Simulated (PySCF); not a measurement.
dimethylamine (C2H7N), singlet, at a GFN2-xTB geometry. Base run: PySCF with PBE/3-21G.

Here is a job for PySCF.
```python
from pyscf import gto, scf, dft

mol = gto.Mole()
mol.atom = '''
    C    -0.03569820   -0.19812946    1.20885066
    N    -0.01154258    0.58084668   -0.01145657
    C    -0.03127914   -0.24555833   -1.20023843
    H     0.79495153   -0.91719079    1.28867119
    H     0.00160531    0.47631350    2.06242479
    H    -0.97233828   -0.75537051    1.24598034
    H     0.81745163    1.16872016   -0.02150966
    H     0.79960582   -0.96714418   -1.24864846
    H     0.00920307    0.39476842   -2.07955436
    H    -0.96781698   -0.80389660   -1.21884120
'''
mol.basis = '3-21g'
mol.verbose = 4
mol.build()

mf = dft.RKS(mol)
mf.xc = 'pbe'
mf.kernel()
```

Variants of this job, named by their change:

```csv
change,basis functions,E (Eh),HOMO (eV),HOMO-LUMO gap (eV),dipole (D)
base,41,-134.22803,-4.05,6.37,1.06
basis = ANO-RCC-VDZP; relativity = none,77,-135.01509,-4.74,4.58,0.81
basis = jorge-DZP-DKH; relativity = none,80,-134.97466,-4.72,5.60,0.87
basis = jorge-DZP-DKH; relativity = spin-free X2C,80,-135.03549,-4.72,5.60,0.87
basis = jorge-DZP-DKH; relativity = spin-free X2C; nucleus = Gaussian (with mol.nucmod = 'G'),80,-135.03547,-4.72,5.60,0.87
basis = ANO-RCC-VDZP; relativity = spin-free X2C; nucleus = Gaussian (with mol.nucmod = 'G'),77,-135.07951,-4.74,4.58,0.81
basis = x2c-SVPall; relativity = none,77,-134.87252,-4.62,5.62,0.89
basis = x2c-SVPall; relativity = spin-free X2C,77,-134.93026,-4.61,5.61,0.88
basis = x2c-SVPall; relativity = spin-free X2C; nucleus = Gaussian (with mol.nucmod = 'G'),77,-134.93024,-4.61,5.61,0.88
basis = ANO-RCC-VDZP; relativity = spin-free X2C,77,-135.07953,-4.74,4.58,0.81
```

Absolute energies of different levels of theory aren't comparable as measures of quality.

Basis sets contracted for a relativistic Hamiltonian are a mismatch without it, so the rows without relativity aren't non-relativistic limits. No row has spin-orbit coupling; sets with core potentials leave out the core electrons.
